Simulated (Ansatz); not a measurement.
C2H4Si, SMILES `C=C[SiH]` (lower singlet; C–C–Si–H torsion 180°) (charge 0, multiplicity 1). This singlet lies 1.00 eV below the relaxed triplet at the level B3LYP/cc-pVTZ // PBE0-D3(BJ)/def2-TZVP (Ansatz, a first-principles code).

All values below come from HSE06/cc-pVTZ // PBE0-D3(BJ)/def2-TZVP run with Ansatz.

Ansatz 0.2 input:
```yaml
crystal:
  periodic: [false, false, false]
  atoms:
    - { symbol: C, position_ang: [-1.096484, -0.091733, 0.342812] }
    - { symbol: C, position_ang: [0.059283, 0.213703, -0.262137] }
    - { symbol: Si, position_ang: [1.60533, -0.621561, 0.384372] }
    - { symbol: H, position_ang: [-1.12143, -0.79569, 1.172821] }
    - { symbol: H, position_ang: [-2.05336, 0.333937, 0.047837] }
    - { symbol: H, position_ang: [0.032446, 0.923444, -1.086898] }
    - { symbol: H, position_ang: [2.574214, 0.037901, -0.598806] }
basis:
  gaussian: { orbitals: cc-pVTZ }
hamiltonian:
  xc: hse06
```

Output:

```
Functional definition: HSE06
870 factors; their error is unknown
80 factors; integrals over basis functions are off by at most 8.7e-7 eV
mean field evaluation 1: about -10002.9686 eV, gradient 4.8e1 eV
mean field evaluation 2: about -9987.0584 eV, gradient 8.2e1 eV
mean field evaluation 4: about -10008.6620 eV, gradient 8.7e0 eV
mean field evaluation 8: about -10008.8591 eV, gradient 2.3e-1 eV
mean field evaluation 16: about -10008.8885 eV, gradient 2.1e-5 eV
mean field -10008.88848793 eV, -367.8198676630 hartree, gradient 2.1e-5 eV, S^2 0.000000; 0 other end points of the search recorded, 0 dependent functions left out
reference -10008.88852018 eV, -367.8198688483 hartree; 15, 15 occupied and 135, 135 virtual orbitals, 870 factors
Total energy: -10008.88852018 eV, -367.8198688483 hartree
```
